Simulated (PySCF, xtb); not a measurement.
Ga(Cl)2(SeH) (Cl2GaHSe), SMILES [SeH][Ga]([Cl])[Cl]. The values are those of a single conformer.

Harmonic wavenumbers (cm⁻¹) from xtb with GFN2-xTB at its own minimum, in rising order: 92, 110, 112, 187, 237, 361, 395, 543, 1998.

What does PBE-D3(BJ)/def2-SVP in PySCF 2.14.0 give at its own minimum? (The exact figures need the calculation; the answer reports its results.)

84, 114, 118, 243, 268, 408, 440, 614, 2360. Paired by order, the mean absolute difference is 70 cm⁻¹ and the zero-point energies are 5.8 and 6.6 kcal/mol.
